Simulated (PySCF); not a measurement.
**Input and output of a scripted DFT run**

The script drives PySCF SCF with an in-house response code with single-precision fitted integrals, so total energies wander by about 1e-6 Eh between cycles (the fitting error itself is about 1e-3 Eh and cancels in differences); atoms count from 0. Pop asks for populations, which are stored and not printed.

Job and coordinates (Å):

```
{"job": {"kind": "nmr", "xc": "KT3", "basis": "pcSseg-1", "pop": false}, "charge": 0, "multiplicity": 1}
C     -0.158185    -0.544312    -1.366583
C      0.001194    -0.032953     0.068312
C      0.147544     1.492181     0.077672
C     -1.155763    -0.489931     0.925843
C     -2.493358    -0.222966     0.764726
C     -3.414293    -0.759781     1.678468
C     -4.831055    -0.539470     1.608514
C     -5.654724     0.006812     0.678148
C     -7.109483     0.048121     0.992456
O     -7.628626    -0.313069     2.025561
C     -7.778706     0.610085    -0.199502
C     -9.121050     0.854112    -0.424670
C     -9.491608     1.378672    -1.655884
C     -8.541771     1.649443    -2.632453
C     -7.192565     1.411458    -2.404944
C     -6.819388     0.891936    -1.178324
C     -5.460019     0.561796    -0.678602
O     -4.429702     0.735101    -1.296211
C     -2.941615    -1.552772     2.741939
C     -1.601828    -1.833204     2.896271
C     -0.701187    -1.300512     1.981129
C      0.736814    -1.420784     1.882832
C      1.652884    -2.099467     2.678158
C      2.988306    -2.032340     2.347468
C      3.441617    -1.285969     1.242644
C      4.855550    -1.279247     0.995410
C      5.662808    -0.573268     0.163305
C      5.447198     0.525021    -0.803009
O      4.408560     1.043851    -1.156753
C      6.797044     0.898955    -1.296372
C      7.150372     1.891241    -2.193186
C      8.494040     2.038860    -2.510803
C      9.457824     1.211707    -1.949364
C      9.107042     0.217911    -1.045327
C      7.770286     0.073940    -0.722062
C      7.120497    -0.873881     0.207894
O      7.654844    -1.728389     0.879726
C      2.505087    -0.609158     0.445098
C      1.171846    -0.685261     0.766085
H     -0.233864    -1.629705    -1.375095
H      0.697210    -0.250050    -1.968691
H     -1.061043    -0.130790    -1.808701
H     -0.717061     1.955205    -0.391091
H      0.230883     1.858981     1.098979
H      1.043143     1.781565    -0.466835
H     -2.841439     0.388077    -0.050837
H     -5.374241    -0.897966     2.482562
H     -9.849570     0.636877     0.341749
H    -10.533098     1.582316    -1.857593
H     -8.860766     2.051918    -3.583046
H     -6.448479     1.619654    -3.158607
H     -3.655283    -1.959331     3.444307
H     -1.259041    -2.449461     3.713767
H      1.325933    -2.666781     3.536743
H      3.713366    -2.552577     2.956734
H      5.413681    -1.979054     1.616886
H      6.396060     2.528918    -2.628066
H      8.797483     2.808034    -3.205788
H     10.494917     1.344754    -2.220682
H      9.847262    -0.430085    -0.601297
H      2.837606    -0.032109    -0.401016
```

Command:

```bash
OMP_NUM_THREADS=4 python large_run.py task.json out
```

What does the program print?


```
start: PBE on a coarse grid of 52606 points
cycle   1  E = -1644.7173358037  dE =  6.959e+00  |g| = 1.769e+00  |ddm| = 9.444e+00
cycle   2  E = -1639.0937359851  dE =  5.624e+00  |g| = 4.985e+00  |ddm| = 1.016e+01
cycle   3  E = -1644.9989236739  dE = -5.905e+00  |g| = 1.132e+00  |ddm| = 9.272e+00
cycle   4  E = -1645.3320379954  dE = -3.331e-01  |g| = 3.395e-01  |ddm| = 2.053e+00
cycle   5  E = -1645.3118433917  dE =  2.019e-02  |g| = 4.177e-01  |ddm| = 9.540e-01
cycle   6  E = -1645.3629064494  dE = -5.106e-02  |g| = 7.775e-02  |ddm| = 6.227e-01
cycle   7  E = -1645.3641172767  dE = -1.211e-03  |g| = 4.289e-02  |ddm| = 1.294e-01
cycle   8  E = -1645.3645596317  dE = -4.424e-04  |g| = 1.477e-02  |ddm| = 6.447e-02
cycle   9  E = -1645.3646066150  dE = -4.698e-05  |g| = 4.952e-03  |ddm| = 2.162e-02
final grid: 491574 points
cycle  10  E = -1674.0621755735  dE = -7.634e-02  |g| = 2.931e-01  |ddm| = 1.818e+00
cycle  11  E = -1673.9234264101  dE =  1.387e-01  |g| = 8.703e-01  |ddm| = 1.506e+00
cycle  12  E = -1674.0773852304  dE = -1.540e-01  |g| = 5.988e-02  |ddm| = 1.211e+00
cycle  13  E = -1674.0779657267  dE = -5.805e-04  |g| = 3.281e-02  |ddm| = 1.216e-01
cycle  14  E = -1674.0782947944  dE = -3.291e-04  |g| = 1.084e-02  |ddm| = 5.722e-02
cycle  15  E = -1674.0783290603  dE = -3.427e-05  |g| = 4.023e-03  |ddm| = 1.907e-02
cycle  16  E = -1674.0783303609  dE = -1.301e-06  |g| = 1.636e-03  |ddm| = 6.138e-03
cycle  17  E = -1674.0783320839  dE = -1.723e-06  |g| = 6.846e-04  |ddm| = 2.816e-03
cycle  18  E = -1674.0783319554  dE =  1.286e-07  |g| = 1.786e-04  |ddm| = 1.081e-03
cycle  19  E = -1674.0783328439  dE = -8.885e-07  |g| = 7.867e-05  |ddm| = 3.396e-04
converged SCF energy = -1674.0783328439

GIAO shielding tensors (ppm)
atom      isotropic    diamagn.    paramagn.     s11        s22        s33       span
  0 C      156.648     252.644     -95.996    140.862    148.960    180.122     39.260
  1 C      134.074     246.376    -112.303    125.568    128.797    147.856     22.289
  2 C      156.666     252.566     -95.900    140.944    148.922    180.131     39.186
  3 C       33.443     264.330    -230.887    -34.595     -7.030    141.955    176.550
  4 C       61.122     256.488    -195.366    -18.699     32.455    169.610    188.309
  5 C       56.100     267.411    -211.311    -18.887     18.023    169.165    188.053
  6 C       43.336     259.258    -215.921    -36.216     26.901    139.324    175.540
  7 C       60.486     252.951    -192.465     -8.168     51.108    138.519    146.688
  8 C        5.513     249.238    -243.725    -63.877     -3.224     83.640    147.516
  9 O     -192.541     396.259    -588.800   -708.631   -267.501    398.509   1107.140
 10 C       52.528     259.300    -206.772    -30.382     31.357    156.610    186.992
 11 C       67.216     218.217    -151.001    -21.717     43.116    180.247    201.964
 12 C       56.941     248.970    -192.029    -42.239     41.730    171.333    213.572
 13 C       57.033     251.020    -193.987    -42.000     42.512    170.587    212.587
 14 C       67.327     235.611    -168.284    -22.074     42.634    181.421    203.495
 15 C       49.689     267.624    -217.935    -32.076     23.189    157.954    190.030
 16 C        5.454     238.965    -233.511    -62.654     -1.844     80.860    143.513
 17 O     -210.921     420.879    -631.801   -737.185   -259.171    363.592   1100.777
 18 C       54.450     253.928    -199.479    -34.305     43.507    154.148    188.453
 19 C       69.816     251.255    -181.440    -18.321     56.361    171.407    189.727
 20 C       47.458     254.310    -206.852    -28.905     23.518    147.762    176.667
 21 C       47.457     254.323    -206.866    -28.901     23.507    147.765    176.666
 22 C       69.801     251.280    -181.480    -18.398     56.431    171.369    189.768
 23 C       54.469     253.866    -199.397    -34.267     43.452    154.223    188.490
 24 C       56.146     267.368    -211.222    -18.776     18.041    169.172    187.948
 25 C       43.358     259.226    -215.867    -36.211     26.928    139.358    175.569
 26 C       60.454     252.944    -192.490     -8.246     51.090    138.518    146.764
 27 C        5.476     238.909    -233.433    -62.630     -1.867     80.925    143.555
 28 O     -210.832     420.864    -631.696   -737.117   -259.099    363.720   1100.837
 29 C       49.707     267.683    -217.975    -32.011     23.149    157.985    189.996
 30 C       67.351     235.553    -168.203    -22.082     42.711    181.423    203.504
 31 C       57.067     251.022    -193.955    -41.998     42.539    170.661    212.660
 32 C       56.978     249.035    -192.057    -42.243     41.858    171.319    213.562
 33 C       67.236     218.210    -150.975    -21.620     43.068    180.260    201.880
 34 C       52.527     259.222    -206.695    -30.375     31.366    156.590    186.965
 35 C        5.535     249.230    -243.695    -63.845     -3.151     83.601    147.446
 36 O     -192.335     396.284    -588.619   -708.025   -267.371    398.392   1106.416
 37 C       61.101     256.534    -195.433    -18.740     32.440    169.604    188.343
 38 C       33.426     264.333    -230.907    -34.671     -6.965    141.915    176.586
 39 H       30.768      36.951      -6.182     27.810     28.223     36.272      8.462
 40 H       29.728      37.519      -7.791     24.305     29.205     35.674     11.370
 41 H       29.464      37.575      -8.111     23.628     28.856     35.907     12.279
 42 H       29.717      37.460      -7.743     24.297     29.191     35.662     11.364
 43 H       30.761      36.904      -6.143     27.795     28.215     36.272      8.478
 44 H       29.452      37.524      -8.072     23.611     28.851     35.894     12.283
 45 H       21.205      41.307     -20.102     12.663     21.222     29.731     17.068
 46 H       23.922      36.650     -12.728     19.078     23.241     29.448     10.370
 47 H       23.726      26.084      -2.359     19.646     24.553     26.977      7.331
 48 H       24.057      17.412       6.645     20.705     24.740     26.726      6.021
 49 H       24.043      24.623      -0.580     20.574     24.545     27.010      6.435
 50 H       23.670      35.598     -11.928     19.341     24.252     27.417      8.076
 51 H       24.022      37.327     -13.305     19.421     24.700     27.945      8.524
 52 H       23.776      37.490     -13.714     18.420     24.939     27.970      9.550
 53 H       23.772      37.482     -13.710     18.420     24.931     27.965      9.545
 54 H       24.026      37.305     -13.279     19.419     24.705     27.954      8.535
 55 H       23.921      36.636     -12.715     19.078     23.239     29.445     10.367
 56 H       23.672      35.577     -11.905     19.339     24.254     27.423      8.084
 57 H       24.050      24.634      -0.584     20.582     24.549     27.019      6.437
 58 H       24.057      17.442       6.616     20.705     24.741     26.725      6.020
 59 H       23.735      26.058      -2.323     19.653     24.566     26.985      7.332
 60 H       21.210      41.330     -20.120     12.671     21.215     29.743     17.072
```

Roughly how long does this take on 4 threads of Intel Xeon Platinum 8375C @ 2.90GHz (shared host), and how large is the basis?

About 76 s of wall time, peak memory 2.2 GiB; 773 basis functions and 2153 fitting functions.
